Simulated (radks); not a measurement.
Problem. The mean radii <r> (bohr) of the occupied orbitals of an atom or ion are listed with their occupations. All-electron calculation, Dirac Kohn-Sham, PBE, spin-unpolarised, spherical densities, point nucleus. Program: a radial shooting solver on a logarithmic mesh with Libxc functionals.

| orbital | occ. | <r> |
|---|---|---|
| 1s1/2 | 2 | 0.01686 |
| 2s1/2 | 2 | 0.07044 |
| 2p1/2 | 2 | 0.05798 |
| 2p3/2 | 4 | 0.06653 |
| 3s1/2 | 2 | 0.1833 |
| 3p1/2 | 2 | 0.1736 |
| 3p3/2 | 4 | 0.1893 |
| 3d3/2 | 4 | 0.1648 |
| 3d5/2 | 6 | 0.1696 |
| 4s1/2 | 2 | 0.4068 |
| 4p1/2 | 2 | 0.4093 |
| 4p3/2 | 4 | 0.4433 |
| 4d3/2 | 4 | 0.4518 |
| 4d5/2 | 6 | 0.4629 |
| 5s1/2 | 2 | 0.9182 |
| 4f5/2 | 6 | 0.4938 |
| 4f7/2 | 8 | 0.5006 |
| 5p1/2 | 2 | 0.9850 |
| 5p3/2 | 4 | 1.071 |
| 5d3/2 | 2.4 | 1.319 |
| 5d5/2 | 3.6 | 1.353 |

Name the element and its charge. Open shells, if any, are shared by 2j + 1.

Solution. Z = 79, gold, charge +5: Au5+ in [Xe] 4f14 5d6. The 1s radius gives Z: for a bare nucleus <r> = (2 gamma + 1)/(2Z) with gamma = sqrt(1 - (Z/c)^2), 0.01667 bohr for Z = 79, and screening makes it slightly larger (0.01686 here). The occupations add up to 74, and the charge is Z minus that.
